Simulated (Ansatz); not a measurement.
Consider the ligand exchange at a Zr–C bond: `C#[C][Zr]([OH])([OH])[Cl]` + H₂S → `[OH][Zr]([OH])([SH])[Cl]` + `C#C`.

Calculated with Ansatz (gas phase, PBE0-D4/def2-TZVP geometries, no zero-point term in ΔE). CBS: MP2 limit from def2 TZ/QZ plus the TZ coupled-cluster correction, frozen cores. This one scheme is used for every species. Functionals use def2-TZVPP. B3LYP here is the variant with VWN-RPA as its local correlation; programs differ in this. Elements past krypton have def2 core potentials. For Zr outer-core shells are correlated without core-valence functions, which leaves a few kJ/mol of doubt a bond. One conformer a species, not always the lowest.

`C#[C][Zr]([OH])([OH])[Cl]`:

Cartesian coordinates in Å:
```
C -2.583 -0.882 0.185
C -1.440 -0.473 0.205
Zr 0.621 0.272 0.282
O 1.754 -1.127 -0.320
O 0.719 1.793 -0.849
Cl 1.173 0.870 2.499
H -3.588 -1.241 0.170
H 2.413 -1.697 -0.706
H 0.932 2.486 -1.468
```

H₂S:

Cartesian coordinates in Å:
```
S 0.155 0.279 -0.531
H -0.496 0.677 0.572
H 0.341 -0.956 -0.040
```

`[OH][Zr]([OH])([SH])[Cl]`:

Z-matrix (Å, degrees):
```
Zr
O 1 1.896
S 1 2.454 2 105.5
O 1 1.900 2 114.3 3 118.6
Cl 1 2.365 2 110.0 3 -119.4
H 2 0.953 1 169.6 3 -142.8
H 3 1.347 1 91.4 2 162.4
H 4 0.953 1 169.0 2 13.9
```

`C#C`:

```xyz
4

C     0.297   -0.508    0.109
C    -0.297    0.508   -0.109
H     0.825   -1.412    0.303
H    -0.825    1.412   -0.303
```

Problem. Is it downhill or uphill in electronic energy at CCSD(T)/CBS, and by how much? (An estimate is asked.)

Solution. Ansatz gave: Downhill: ΔE = -15.8 kcal/mol.

Problem. What do these levels give: PBE-D4, B3LYP-D4, ωB97X-V, PBE, r2SCAN, PBE0, B3LYP, HF/def2-TZVPP, SCS-MP2/def2-TZVPP, CCSD/def2-TZVPP, CCSD(T)/def2-TZVPP, CCSD/CBS(def2)? (Best estimate.)

Solution. The calculation gave: PBE-D4 -16.1, B3LYP-D4 -15.6, ωB97X-V -15.4, PBE -15.9, r2SCAN -16.2, PBE0 -16.1, B3LYP -15.2, HF/def2-TZVPP -14.1, SCS-MP2/def2-TZVPP -14.2, CCSD/def2-TZVPP -14.2, CCSD(T)/def2-TZVPP -14.4, CCSD/CBS(def2) -15.5 kcal/mol.

Largest T1 diagnostic among the species: 0.017.
